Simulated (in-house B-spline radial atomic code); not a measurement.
# RPA and G0W0 on BLYP: Si2+

Configuration [Ne] 3s2, mean-field start BLYP. Computed with an all-electron radial atomic-structure program (B-spline basis): all electrons, scalar-relativistic (spin-free one-electron X2C), finite nucleus, each spin shell either full or empty, empty states to l = 9 with an (l + 1/2)⁻⁴ tail; G0W0 by contour deformation at full frequency.

Command:
```bash
python run_gw.py task.json out
```
Settings (radii: box in bohr, nucleus in fm):
```
Z                        14
electrons                12
configuration            [Ne] 3s2
hamiltonian              x2c
method                   b88,lyp
lmax                     9
rms_radius               3.1224
spin_polarised           False
box_radius               17.55
intervals                71
ion_configuration        [Ne] 3s1
```

Run time, properties included: 2.2 s on 1 thread of AMD EPYC 7R13 Processor, with other jobs on the host.

Energies (hartree):

| term | value |
| --- | --- |
| mean-field total | -289.11514 |
| Hartree-Fock functional on these orbitals | -288.59043 |
| direct second order | -0.85335 |
| second-order exchange | 0.3115 |
| SOSEX correction | 0.27244 |

Question: What is the RPA correlation energy, and what remains with SOSEX?

Answer: RPA gives -0.7318 hartree (-1.66 eV per electron); RPA + SOSEX gives -0.45936, and the second-order doubles -0.54185 hartree (no singles). SOSEX takes back 37 % of the RPA value.

Quasi-particle levels (eV):

```tsv
level	occupied	mean field	Σx - vxc	Σc	QP weight	G0W0
3s	yes	-28.477	-3.72	?	?	?
3p	no	-20.450	5.38	-1.68	0.915	-16.749
```

G0W0 = mean field + (Σx - vxc) + Σc, with Σc (partial-wave tail included) taken at the quasi-particle energy. Levels of low weight are left out.

Question: Where does G0W0 put 3s?

Answer: At -33.79 eV, with Σc = -1.60 eV and a quasi-particle weight of 0.928. The tabulated removal energy is 33.493 eV (NIST, measured); the calculation leaves out spin-orbit coupling, Breit and QED terms, and what these don't explain is the method's own error.

Question: What does it cost to remove one electron (to [Ne] 3s1) by differences of total energies, each species on its own start (correlation terms add to the Hartree-Fock functional)?

Answer: BLYP 33.54 eV, Hartree-Fock functional 32.00 eV, + RPA 33.98 eV, + RPA + SOSEX 33.47 eV, + second order 34.20 eV. Tabulated: 33.493 eV (NIST, measured); the calculation leaves out spin-orbit coupling, Breit and QED terms, and what these don't explain is the method's own error.
